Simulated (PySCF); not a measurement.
**Electron correlation in N²⁺ (nitrogen, charge +2)**

[He] 2s2 2p1, 2P determinant. All numbers are calculated (PySCF 2.14, the spin-free X2C one-electron Hamiltonian (Gaussian nucleus), in x2c-SVPall (3s2p1d, 14 functions)). Frozen: 1s2; 3 electrons correlated.

MP2 pair energies summed by pair of shells (mhartree):

```tsv
pair	energy	share (%)
2s-2s	-29.91	64.0
2s-2p	-16.81	36.0
```

Total MP2 correlation energy: -46.72 mhartree.

Same-spin part -2.35 and opposite-spin part -44.37 mhartree; SCS-MP2 scales them by 1/3 and 6/5 to -54.03 mhartree.

```csv
level,correlation energy (mhartree)
CCSD,-75.67
(T),-0.63
CCSD(T),-76.30
```

Diagnostics: T1 = 0.0065, D1 = 0.0117, largest double amplitude 0.143.

Q: Is a single reference adequate?

A: Mostly. T1 lies below 0.03, but a double amplitude of this size points to a near-degeneracy that CCSD handles and MP2 describes poorly.
